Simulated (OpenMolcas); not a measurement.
**W III: effect of the basis set**

| Property | Result |
| --- | --- |
| Program | OpenMolcas 26.06 |
| Method | XMS-CASPT2, IPEA 0.25 Eh, imaginary shift 0.1 Eh (closed shells correlated: 5s 5p) |
| Active space | 4 electrons in 5 orbitals (5d) |
| State averaging | 2S+1 = 5 even, 5 roots; 2S+1 = 3 even, 45 roots; 2S+1 = 1 even, 50 roots |
| Spin-orbit coupling | state interaction with AMFI integrals over the reference wave functions, term energies averaged over their components |

A. ANO-R1 [7s5p4d2f], X2C, finite nucleus; CASPT2 step of the order of 9 core-seconds
B. ANO-RCC-VDZP [7s6p4d2f1g], DKH2, point nucleus; CASPT2 step of the order of 14 core-seconds
C. ANO-RCC-VTZP [8s7p5d3f2g1h], DKH2, point nucleus; CASPT2 step roughly 40 core-seconds
D. ANO-RCC-VQZP [9s8p6d4f3g2h], DKH2, point nucleus; CASPT2 step about 40 core-seconds

Energies in cm-1 above 5d4 5D0, the measured ground level; measured values from NIST levels as listed in McCann et al., Mon. Not. R. Astron. Soc. 538, 537 (2025).

```tsv
Level	A	B	C	D	Measured
5d4 5D0 [66 %]	0.0	0.0	0.0	0.0	0.0
5d4 5D1	2360	2570	2310	2510	2256
5d4 5D2	4730	5060	4570	4880	4461
5d4 5D3	6740	7100	6460	6790	6278
5d4 5D4	8340	8660	7920	8180	7687
5d4 3P0(1) [56 %]	12520	12550	11740	11620	9904
5d4 3H4 [55 %]	16070	15920	14750	14360	
5d4 3P1(1)	16820	16770	15650	15460	12881
5d4 3F2(1) [68 %]	18180	17870	16670	16280	
5d4 3G3 [50 %]	18510	18260	17120	16830	
5d4 3H5	19560	19440	17980	17620	
5d4 3H6	21260	21200	19530	19060	
5d4 3P2(1) [72 %]	21610	21470	20130	19820	
5d4 3F3(1) [53 %]	24200	24010	22510	22240	
5d4 3D3 [68 %]	26280	25830	24520	24100	
5d4 3G5	27120	27090	25290	25080	
5d4 3D1	28870	28500	27100	26790	
5d4 1I6	29520	29550	27290	26540	
5d4 1S0(1)	31500	31680	30240	29910	
5d4 1G4(1) [51 %]	32130	32170	30140	29800	
5d4 1F3 [71 %]	35460	34720	32520	31750	
5d4 3P2(2)	39010	38020	36410	35680	
5d4 3F4(2) [67 %]	41010	40230	38280	37510	
5d4 3F2(2)	42510	41740	39720	39020
```

Deviations, from unrounded energies. A percentage is the sum of absolute deviations over the sum of measured energies, with the sign that they share, or ± where signs differ.

```tsv
Against measurement	Levels	A	B	C	D
mean absolute deviation (cm-1)	6	1300	1500	860	1000
fine structure of the ground term (%)	4	+7.2	+13.1	+2.8	+8.1
other terms of the ground configuration (%)	2	+28.8	+28.7	+20.2	+18.8
```

C lies closest to measurement on these levels and B furthest from it. The largest miss of C in the table is 5d4 3P1(1), by +2800 cm-1. The ranking rests on the paired levels alone, and a cruder setting can come out closer through cancelling errors.

The two smallest mean deviations differ by little beside CASPT2's spread within terms, so their order carries little weight.

Among A to D the level of the table that moves most is 5d4 1F3 [71 %], by 3700 cm-1 (lowest in D, highest in A). Moves below CASPT2's spread within the term are not significant.

CASPT2 does not keep the components of a term degenerate, so their means are used; among the terms shown or strongly mixed into the levels shown the widest spread is 1900 cm-1 (5d4 1G(2), A). Over all roots computed the reference weight is 0.91 to 0.96 in B, 0.90 to 0.95 in C, 0.89 to 0.95 in D; the roots of lowest weight are the least certain, and an intruder state may touch them. Configurations with an s electron lie low in 5d ions of this charge, fall among these levels and mix in, so low-spin terms can stand far too high, up to twice their true height, and weights are not those of the real levels. Some terms miss by over 15 % even with CASPT2, which points to a basis or an active space too small for the shells correlated. The CASPT2 spread within a term exceeds the gap to the next term for 5d4 3F(1) and 5d4 3H, 5d4 1G(1) and 5d4 3D, 5d4 3D and 5d4 1I and others, so the order of their levels is uncertain, and so are names and mixing where such terms share a J (figures for A; the like holds for B, C, D). Some levels mix across a computed gap that differs much from the measured one, so their mixing is not that of the real levels (holds for A; B). Computed and measured levels are paired by configuration, term and J; levels that our copy of the source lacks, or whose pairing is in doubt (as where it misses far off the trend of its configuration), stay unpaired and out of the deviations. Levels of configurations outside the active space are missing. Levels that lie high or do not pair safely by name in every column are left out.

A share in square brackets marks a mixed level and gives the weight of the term that names it, the lowest over the columns. A number in round brackets counts repeated terms of one configuration in the order of the reference energies.
